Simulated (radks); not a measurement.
The numbers below are computed, except where a source is named.
Neutral terbium inside a hard spherical wall (all orbitals vanish at R), configuration held at [Xe] 4f9 6s2 and not refilled when levels cross. Level of theory: scalar-relativistic Kohn-Sham, PBE, spin-polarised, spherical densities, finite nucleus; open shells are filled with parallel spins first (spin-orbit coupling, left out, can overturn this in heavy ions); Fermi nuclear charge, rms radius 5.06 fm (a radial shooting solver on a logarithmic mesh with Libxc functionals). Eigenvalues in eV for spin up, with the zero of energy where the potential of the charges vanishes at infinity; a dash marks a level that is unbound or too diffuse for the functional's potential to be trusted. A positive occupied level is held by the wall or, in an anion where self-interaction has pushed it up, behind a barrier. The pressure on the wall is -dE/dV.

| R (bohr) | E (hartree) | kinetic (hartree) | e(5s) | e(5p) | e(4f) | e(6s) | e(5d, empty) | e(6p, empty) | pressure (GPa) |
|---|---|---|---|---|---|---|---|---|---|
| free | -11708.1829 | 12599.446 | -48.408 | -25.522 | -4.467 | -3.781 | -1.477 | -1.198 | 0 |
| 20 | -11708.1829 | 12599.446 | -48.407 | -25.521 | -4.467 | -3.781 | -1.477 | -1.198 | < 0.0001 |
| 15 | -11708.1829 | 12599.447 | -48.404 | -25.518 | -4.464 | -3.779 | -1.474 | -1.182 | 0.000220 |
| 10 | -11708.1801 | 12599.471 | -48.224 | -25.340 | -4.285 | -3.640 | -1.305 | -0.827 | 0.0629 |
| 7 | -11708.1371 | 12599.703 | -47.078 | -24.218 | -3.150 | -2.486 | -0.204 | 1.243 | 2.00 |
| 6 | -11708.0674 | 12599.999 | -46.035 | -23.213 | -2.101 | -1.064 | 0.891 | 3.545 | 7.04 |
| 5 | -11707.8791 | 12600.720 | -44.223 | -21.498 | -0.219 | 2.212 | 3.003 | 8.529 | 28.7 |
| 3.5 | -11706.4850 | 12605.960 | -37.008 | -14.534 | 8.016 | 21.360 | 12.830 | 34.373 | 437 |
| 3 | -11704.6835 | 12612.636 | -30.675 | -7.873 | 15.695 | 41.828 | 22.333 | 59.483 | 1410 |
| 2.5 | -11700.0908 | 12628.742 | -18.001 | 6.457 | 30.642 | 86.044 | 42.214 | 110.63 | 5480 |
| 2 | -11686.5479 | 12672.391 | 12.857 | 42.757 | 61.816 | 192.29 | 90.151 | 227.69 | 27100 |
